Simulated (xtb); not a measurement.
Si(Me)2(Cl)2 (C₂H₆Cl₂Si), SMILES C[Si](C)(Cl)Cl. All values are semi-empirical tight-binding results from xtb (GFN2-xTB unless named), good for trends rather than for accurate numbers. Geometry: GFN2-xTB. The isomer is the one that the SMILES or the coordinates give; other isomers of the formula were not compared.

Optimised geometry:

```xyz
11

C      1.3633    -0.0008     1.5795
Si     0.3044    -0.0001     0.0000
C      1.3633    -0.0008    -1.5795
Cl    -0.8863    -1.6481     0.0000
Cl    -0.8850     1.6490     0.0000
H      2.0077     0.8721     1.6218
H      0.7421     0.0071     2.4713
H      1.9962    -0.8818     1.6293
H      0.7421     0.0071    -2.4713
H      2.0077     0.8721    -1.6218
H      1.9962    -0.8818    -1.6293
```

Computed properties:
point group as xtb finds it: C2v
orbital gap: 6.61 eV
dipole moment: 2.50 D
zero-point energy: 48.1 kcal/mol
G − E(el) at 298.15 K (modified RRHO): 27.3 kcal/mol
static polarisability (D4 model): 81.0 bohr³
solvation energy, GFN2-xTB/ALPB(water): -2.5 kcal/mol
solvation energy, GFN2-xTB/ALPB(dmso): -6.2 kcal/mol

Computed atomic charges and the Wiberg bond orders between heavy atoms:
charges (e) C1 -0.20, Si2 0.55, C3 -0.20, Cl4 -0.23, Cl5 -0.23, H6 0.05, H7 0.06, H8 0.05, H9 0.06, H10 0.05, H11 0.05. Bond orders C1–Si2 0.90, Si2–C3 0.90, Si2–Cl4 1.07, Si2–Cl5 1.07.
